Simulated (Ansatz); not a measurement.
BCl3H5NSi, SMILES `[SiH3][NH2+][B-](Cl)(Cl)Cl`. The species carries charge 0 and has multiplicity 1.

```xyz
11

Si    0.695   -0.254   -1.331
N    -0.649   -0.220   -0.086
B    -0.230    0.389    1.344
Cl    0.803   -0.887    2.151
Cl   -1.787    0.717    2.242
Cl    0.705    1.926    0.958
H     1.978   -0.461   -0.647
H     0.345   -1.409   -2.195
H     0.591    1.003   -2.094
H    -1.026   -1.151    0.085
H    -1.426    0.347   -0.427
```

Task: Give the diagnostics of a CCSD(T)/def2-TZVPP run (frozen core, Ansatz 0.2.0). (Estimate.)

Result: The calculation gave: T1 = 0.0092, largest single amplitude 0.014, largest double 0.016, (T) share of the correlation energy 4.1 %, 8 CCSD cycles. The RHF solution is stable towards an unrestricted one. T1 lies under the customary mark of 0.02 for closed shells.
